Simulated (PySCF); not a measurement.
1,1-dibromo-1-chloroethane (C2H3Br2Cl), SMILES BrC(C)(Br)Cl. Geometry optimised at B3LYP-D3(BJ)/def2-SVP.

Calculation: B3LYP-D3(BJ)/def2-SVP (PySCF).

Harmonic wavenumbers (cm⁻¹): 160, 192, 262, 282, 313, 314, 454, 613, 677, 1074, 1079, 1087, 1393, 1450, 1450, 3051, 3148, 3159. Rotational constants (GHz): 1.816, 1.046, 0.8151; symmetry number 1.

Problem. Work out the zero-point energy and the ideal-gas rigid-rotor harmonic-oscillator thermochemistry at 298.15 K and 1 atm.

Solution. ZPE = ½ Σ hcν = ½ × 20158 cm⁻¹ = 120.57 kJ/mol. H − E(el) = 139.82 kJ/mol. Entropy in J/(mol K): translation 176.14, rotation 124.34, vibration 51.90, total 352.39. G − E(el) = 34.76 kJ/mol. Cp = 95.58 J/(mol K).
